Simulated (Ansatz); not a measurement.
Geometry optimisation, Ansatz, DFT PBE, scalar-relativistic, plane waves, PAW.

Input file:

```yaml
crystal:
  lattice:
    - [0.0, 5.43, 5.43]
    - [5.43, 0.0, 5.43]
    - [5.43, 5.43, 0.0]
  atoms:
    - { symbol: Si, position: [0.0, 0.0, 0.0] }
    - { symbol: Si, position: [0.125, 0.125, 0.125] }
    - { symbol: Si, position: [0.0, 0.0, 0.5] }
    - { symbol: Si, position: [0.125, 0.125, 0.625] }
    - { symbol: Si, position: [0.0, 0.5, 0.0] }
    - { symbol: Si, position: [0.125, 0.625, 0.125] }
    - { symbol: Si, position: [0.0, 0.5, 0.5] }
    - { symbol: Si, position: [0.125, 0.625, 0.625] }
    - { symbol: Si, position: [0.5, 0.0, 0.0] }
    - { symbol: Si, position: [0.625, 0.125, 0.125] }
    - { symbol: Si, position: [0.5, 0.0, 0.5] }
    - { symbol: Si, position: [0.625, 0.125, 0.625] }
    - { symbol: Si, position: [0.5, 0.5, 0.0] }
    - { symbol: Si, position: [0.625, 0.625, 0.125] }
    - { symbol: Si, position: [0.5, 0.5, 0.5] }
    - { symbol: Si, position: [0.625, 0.625, 0.625] }
    - { symbol: Cu, position: [0.255687, 0.2418468, 0.750505] }
total_charge: 1
basis:
  ecutwfc: 420.0
kpoints:
  mp_grid: { grid: [2, 2, 2] }
hamiltonian:
  xc: pbe
  pseudopotentials: { kind: paw, azcp: { folder: soft_1 } }
scf:
  occupations: { method: fermi_dirac, width: 0.02 }
  lower_state_search: "off"
relax:
  f_tol: 0.08
  max_steps: 25
  adjacent_minimum: "off"
```

Command:

```bash
$ ansatz run input.yaml --threads 1 --pin off --max-ram 3072MiB --backend cpu --events-out ev --progress --plain --runs-dir out
```

Q: Where does it end, and by what steps?

A: The forces met the threshold. The force dipped under the threshold on the way, but the program's further checks kept it going. Limits of this set-up: coarse k mesh, charged cell in a uniform background, uncorrected. After 10 steps the energy has fallen by 0.140 eV; Si12 moved furthest, 0.23 Å.

| step | energy less start (eV) | largest force component (eV/Å) | accepted |
| --- | --- | --- | --- |
| 0 | 0.0000 | 0.635 | yes |
| 1 | -0.0986 | 0.204 | yes |
| 2 | -0.1068 | 0.036 | yes |
| 3 | -0.1082 | 0.038 | yes |
| 4 | -0.1108 | 0.110 | yes |
| 5 | -0.1146 | 0.201 | yes |
| 6 | -0.1160 | 0.234 | yes |
| 7 | -0.1275 | 0.149 | yes |
| 8 | -0.1353 | 0.081 | yes |
| 9 | -0.1358 | 0.142 | yes |
| 10 | -0.1397 | 0.023 | yes |

```xyz
17
Lattice="0.0000 5.4300 5.4300 5.4300 0.0000 5.4300 5.4300 5.4300 0.0000" Properties=species:S:1:pos:R:3
Si 0.055 -0.052 -0.041
Si 1.385 1.319 1.352
Si 2.579 2.858 0.088
Si 4.117 4.049 1.357
Si 2.791 -0.036 2.666
Si 4.126 1.298 4.046
Si 5.463 2.638 2.673
Si 6.766 4.092 3.988
Si -0.030 2.718 2.763
Si 1.424 4.004 4.063
Si 2.713 5.459 2.765
Si 3.938 6.922 4.208
Si 2.772 2.649 5.397
Si 4.113 4.013 6.733
Si 5.384 5.472 5.418
Si 6.840 6.742 6.738
Cu 5.250 5.621 2.789
```

Run time: 64 s on 1 thread of Arm Neoverse V2, with other jobs on the host, peak memory 0.56 GiB.
